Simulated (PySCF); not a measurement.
This PySCF input asks for the NMR shieldings of SMILES [Cl][Ga]([Cl])[Cl], Cl$_{3}$Ga; the geometry comes from GFN2-xTB.

```python
import basis_set_exchange as bse
import numpy as np
from pyscf import gto, dft
from pyscf.prop import nmr

atoms = """
Cl   -1.328186   -1.610089   -0.032680
Ga    0.001665    0.000607   -0.005519
Cl    2.062047   -0.344949    0.007257
Cl   -0.725292    1.959203    0.008088
"""
names = dict.fromkeys(["Cl", "Ga"], "pcSseg-1")
basis = {el: gto.basis.parse(bse.get_basis(n, elements=[el], fmt="nwchem")) for el, n in names.items()}
mol = gto.M(atom=atoms, basis=basis, charge=0, verbose=0)
mf = dft.RKS(mol, xc="PBE0")
mf.grids.level = 2
mf.grids.alignment = dft.numint.BLKSIZE   # the property module wants whole blocks of grid points
mf.conv_tol = 1e-9
mf.kernel()

calc = nmr.RKS(mf)   # GIAO
C = mf.mo_coeff
Co = C[:, mf.mo_occ > 0]
resp = mf.gen_response(singlet=True, hermi=2)
def vind(x):   # induced exchange potential for any number of trial vectors
    d = np.einsum("pi,xij,qj->xpq", C, 2 * x.reshape(-1, C.shape[1], Co.shape[1]), Co, optimize=True)
    return np.einsum("xpq,pi,qj->xij", resp(d - d.transpose(0, 2, 1)), C, Co, optimize=True).ravel()
mo1, _ = nmr.rhf.solve_mo1(calc, with_cphf=vind)
sigma = calc.kernel(mo1)
for i, s in enumerate(sigma):   # ppm
    w = np.linalg.eigvalsh((s + s.T) / 2)
    print("%2d %-2s iso %8.1f  s11 %8.1f  s22 %8.1f  s33 %8.1f" % (i, mol.atom_pure_symbol(i), w.mean(), *w))
```

Q: What are the results?

A: 
```
 0 Cl iso    862.4  s11    717.7  s22    853.9  s33   1015.6
 1 Ga iso   1341.8  s11   1092.4  s22   1465.7  s33   1467.2
 2 Cl iso    861.9  s11    717.3  s22    853.0  s33   1015.3
 3 Cl iso    862.0  s11    717.4  s22    853.2  s33   1015.4
```

These numbers come from an equivalent density-fitted implementation of the same equations, which agrees with the script to about 0.01 ppm for H and up to a few tenths of a ppm for heavy atoms, so last digits may differ.

Relativistic effects, spin–orbit coupling among them, are left out; they matter for Ga and for the light atoms bonded to it.

Size and cost of the density-fitted run: 113 basis functions, 6 s wall time on 1 thread of an x86-64 server CPU, shared host.
